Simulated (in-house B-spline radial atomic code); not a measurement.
Mn⁺. Computed with a B-spline radial atomic code. Model: non-relativistic spherical atom: semilocal Troullier-Martins pseudo-atom, one channel per l, against all electrons, high spin, G0W0 and RPA with empty states to l = 8, local potential for every l without a channel, a model core (radius 0 = none) keeps its share of the functional.

What the tables leave out is listed at the end.

The pseudopotential gives back the lowest level of each angular momentum of its own functional in the configuration it was made in; a second state of the same l is only approximately right. Exact exchange, RPA and GW see the smooth pseudo-orbitals and miss the exchange with the core, for which the functional's share stands in. The column with an uncorrelated core keeps all orbitals and exact exchange, and so separates missing core correlation from pseudisation. Only the three outermost levels and the lowest empty one were computed. RPA here is direct RPA, with no exchange kernel, and its energies carry an (l + 1/2)⁻⁴ tail. A hybrid on a potential with a model core restores only its own semilocal share of the core's exchange.

Command:
```bash
python run_psgw.py task.json out
```
Settings (lengths in bohr, energies in hartree):
```
Z                      25
electrons              24
configuration          [Ar] 3d5 4s1
generated_in           [Ar] 3d5 4s1
functional             pbe,pbe
core_shells            5
radius_factor          0.9
core_correction        True
ion_configuration      [Ar] 3d5
```

Cost of the run: 52 s on 1 thread of Arm Neoverse N1 (shared host).

Given: made with PBE; model core radius 1.227 bohr; local radius 2.141 bohr; mean-field start PBE.

Valence shells of the generating configuration: 3d, 4s.

Channel: s 2.178, p 2.662, d 2.049 (radii in bohr).

Computed: largest level miss in the spin-unpolarised generating configuration 0 eV; valence RPA correlation energy all-electron orbitals -0.22204 hartree; all-electron RPA polarisability, core included 20.92 bohr³; pseudo-atom RPA polarisability 20.927 bohr³; ionisation by mean-field all-electron 16.104 eV; ionisation by mean-field pseudo minus all 0.009 eV; ionisation by RPA pseudo minus all 0.966 eV.

| level | occupied | mean-field all-electron (eV) | mean-field pseudo minus all (eV) | G0W0 all-electron (eV) | G0W0 uncorrelated core minus all (eV) | G0W0 pseudo minus all (eV) | exchange self-energy all-electron (eV) | exchange self-energy pseudo (eV) |
| --- | --- | --- | --- | --- | --- | --- | --- | --- |
| 4s up | 1 | -12.457 | 0.012 | -16.245 | 0.127 | -0.342 | -12.141 | -10.986 |

Question: What is the valence RPA correlation energy pseudo?

Answer: -0.28629 hartree.

Question: What is the ionisation by RPA all-electron?

Answer: 16.113 eV.

Given: mean-field start PBE0.

Computed: valence RPA correlation energy all-electron orbitals -0.20335 hartree; valence RPA correlation energy pseudo -0.27462 hartree; pseudo-atom RPA polarisability 18.142 bohr³; ionisation by mean-field all-electron 15.785 eV; ionisation by mean-field pseudo minus all 0.31 eV; ionisation by RPA pseudo minus all 1.071 eV.

| level | occupied | mean-field all-electron (eV) | mean-field pseudo minus all (eV) | G0W0 all-electron (eV) | G0W0 uncorrelated core minus all (eV) | G0W0 pseudo minus all (eV) | exchange self-energy all-electron (eV) | exchange self-energy pseudo (eV) |
| --- | --- | --- | --- | --- | --- | --- | --- | --- |
| 4s up | 1 | -13.131 | -0.278 | -16.121 | 0.128 | -0.629 | -11.911 | -11.109 |
| 3d up | 1 | -18.885 | 1.494 | -23.356 | 0.087 | 3.988 | -39.917 | -25.127 |

Question: What is the ionisation by RPA all-electron?

Answer: 15.974 eV.

Question: What is the all-electron RPA polarisability, core included?

Answer: 18.239 bohr³.

Among the listed levels the largest G0W0 shift of the pseudo-atom is +3.99 eV, for 3d up on the PBE0 start, while leaving the core uncorrelated moves that level by +0.09 eV. So pseudisation and the lost core exchange, not the missing core correlation, make the error. Not in the tables (levels of low weight, unsolved or above zero; the highest and the empty levels are kept at any weight): on PBE the G0W0 levels 3d up (pseudo minus all +3.22 eV, weights 0.84 and 0.60), 3d down (pseudo minus all -9.35 eV, weights 0.92 and 0.76); no Hartree-Fock pseudo-atom is run with a model core.
